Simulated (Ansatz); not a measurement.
`C[N](C)[MgH]` → `[MgH]`• + `C[N]C`• at 298.15 K and 1 bar (homolysis of the Mg–N bond).

Computed with Ansatz on PBE0-D4/def2-TZVP structures; ΔE is electronic, products minus reactants. CBS: MP2 limit from def2 TZ/QZ plus the TZ coupled-cluster correction, frozen cores. Open shells (•) are unrestricted, without spin–orbit coupling. For Mg outer-core shells are correlated without core-valence functions, which leaves a few kJ/mol of doubt a bond.

| species | CCSD(T)/CBS energy (Eh) | H − E (kJ/mol) | S (J/(mol·K)) |
| --- | --- | --- | --- |
| `C[N](C)[MgH]` | -334.89311 | 244.9 | 318.4 |
| `[MgH]`• | -200.43202 | 17.5 | 193.1 |
| `C[N]C`• | -134.33941 | 217.6 | 282.2 |

H − E and S are ideal-gas, rigid-rotor, harmonic terms from PBE0-D4/def2-TZVP, with the whole ground term of open shells counted as degenerate. 1 Eh = 2625.50 kJ/mol, R = 8.31446 J/(mol·K).

By hand: ΔE, ΔH, ΔS and ΔG.

ΔE = (-200.43202) + (-134.33941) − (-334.89311) = 0.12168 Eh = 319.5 kJ/mol. Δ(H − E) = 17.5 + 217.6 − 244.9 = -9.8, so ΔH = 309.7 kJ/mol. ΔS = 193.1 + 282.2 − 318.4 = 156.9 J/(mol·K). ΔG = 309.7 − 298.15 × (156.9)/1000 = 262.9 kJ/mol.

By hand: the equilibrium constant, and the temperature at which ΔG would vanish if ΔH and ΔS stayed fixed.

log₁₀ K = −ΔG/(RT ln 10) = -46.1. ΔG = 0 at ΔH/ΔS = 1974 K.

The number of gas molecules changes by +1, which sets the sign of ΔS. A doubt of 5 kJ/mol in ΔE shifts log₁₀ K by 0.9 here. These are equilibria of isolated gas molecules and say nothing of rates. Largest T1 diagnostic: 0.014 (customary marks: 0.02 for closed shells, 0.045 for open ones).
